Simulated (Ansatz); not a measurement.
CHBrF, SMILES `F[CH]Br` radical. Total charge 0; spin multiplicity 2.

```xyz
4

F     1.275   -0.059   -0.388
C     0.086    0.252    0.101
Br   -1.368   -0.358   -0.892
H     0.007    0.165    1.180
```

(1) What are the harmonic wavenumbers in cm⁻¹ at PBE0-D4/def2-TZVP (Ansatz, finite differences of forces, unscaled)? (An estimate is asked.)

(2) Is this a minimum?

(3) Give the ideal-gas thermochemistry at 298.15 K and 1 bar (rigid rotor, harmonic oscillator; point group C1, symmetry number 1).

(4) Rotational constants (cm⁻¹)?

## Answers

(1) The calculation gave: 340, 653, 770, 1206, 1288, 3183.

(2) Yes, all 6 modes are real.

(3) Zero-point energy 44.5 kJ/mol; H(298) − E = 56.0 kJ/mol; entropy 279.7 J/(mol·K), of which translation 167.7, rotation 98.4, vibration 7.9, electronic 5.8; G(298) − E = -27.3 kJ/mol.

(4) 1.87, 0.1302, 0.1223.
